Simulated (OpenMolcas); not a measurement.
## Pd2+ in CsCaF3: curves along the breathing mode

Pd2+ with its 6 nearest fluoride ions, on the Ca site of CsCaF3 (a = 4.526 Å, distance in the model lattice 2.263 Å). The rest of the host is ab initio model potentials to 7.6 Å, with orthogonalisation functions on the cations behind the ligands, and point charges beyond; the distance is set by hand and nothing relaxes. Ligand basis ANO-RCC-VDZP.

* Program: OpenMolcas
* Method: SS-CASPT2, IPEA 0.25 Eh, imaginary shift 0.1 Eh (closed shells correlated: 4s 4p and the ligand valence shells)
* Basis: ANO-RCC-VDZP [6s5p3d1f]
* Scalar Hamiltonian: DKH2, point nucleus
* Active space: 8 electrons in 5 orbitals (4d)
* State averaging: 2S+1 = 3 even, 10 roots; 2S+1 = 1 even, 15 roots
* Spin-orbit coupling: RASSI with atomic mean-field integrals over the reference wave functions

Spin-free energies (labels of O, the rotations of Oh) in cm-1 above the lowest fitted minimum, as all ligands move together:

| R (Å) | 3A2 | 1E | 3T2 | 1A1 | 3T1 | 1T2 | 1T1 |
| --- | --- | --- | --- | --- | --- | --- | --- |
| 2.057 | 3420 | 13360 | 21030 | 22690 | 27820 | 31280 | 35050 |
| 2.106 | 600 | 10610 | 16360 | 19720 | 22940 | 26480 | 30590 |
| 2.154 | 50 | 10020 | 14190 | 18990 | 20560 | 24480 | 28530 |
| 2.203 | 1520 | 11460 | 14280 | 20250 | 20330 | 24530 | 28730 |
| 2.251 | 4840 | 14760 | 16340 | 23340 | 22160 | 26590 | 30840 |
| 2.299 | 9980 | 19860 | 20460 | 28260 | 25980 | 30620 | 35100 |
| 2.348 | 17150 | 27000 | 26670 | 35180 | 32280 | 36790 | 41370 |

Cubic fits give the following; the wavenumber is harmonic, with the mass of all moving ligands, small differences in it between states hang on the degree of the fit, a number in brackets counts states of one label, and the table is a selection of at most 14 states with clean curves.

```tsv
State	R0 (Å)	Breathing mode (cm-1)	Minimum (cm-1)
3A2	2.144	508	0
1E	2.145	505	9990
3T2	2.178	525	13930
1A1	2.149	504	18970
3T1	2.185	524	20110
1T2	2.177	524	24160
1T1	2.176	523	28320
3T1(2)	2.202	543	30670
1E(2)	2.204	538	40120
1T2(2)	2.204	537	40320
1A1(2)	2.199	537	56990
```

The minimum of 3T2 is shifted by +0.0336 Å against 3A2 (from the unrounded fits). With M = 114.0 u for the moving shell, the Huang-Rhys factor in this mode is S = M ω ΔR² / 2ħ = 0.01483 × 114.0 × 508 × 0.0336² = 0.97. Only the first shell moves, against a rigid host.

Roots that are degenerate in the reference are averaged as groups; the widest CASPT2 spread within a group is 480 cm-1 (the 3-fold group of multiplicity 3 near 15100 cm-1 above the lowest state of its run, R = 2.348). Shifts and gaps below about the spread of the groups concerned are not significant. Over all roots computed the reference weight is 0.72 in R = 2.057, 0.72 in R = 2.106, 0.72 in R = 2.154, 0.71 to 0.72 in R = 2.203, 0.71 to 0.72 in R = 2.251, 0.71 to 0.73 in R = 2.299, 0.71 to 0.73 in R = 2.348; a low but even weight reflects the number of correlated electrons. Real 4d8 and 5d8 ions are as a rule square planar and diamagnetic. Ligand-to-metal charge-transfer states are missing. With no ligand orbital active B as a rule stays too high, so bands that hang on it stand too high and its fall with covalency is understated. With one d shell and no ligand orbital active, 10Dq can be off by a tenth or more. Free-ion shares, where given, are those of the reference states; single-state CASPT2 does not remix them (holds for R = 2.203; R = 2.251; R = 2.299; R = 2.348). No measured value stands beside these numbers.
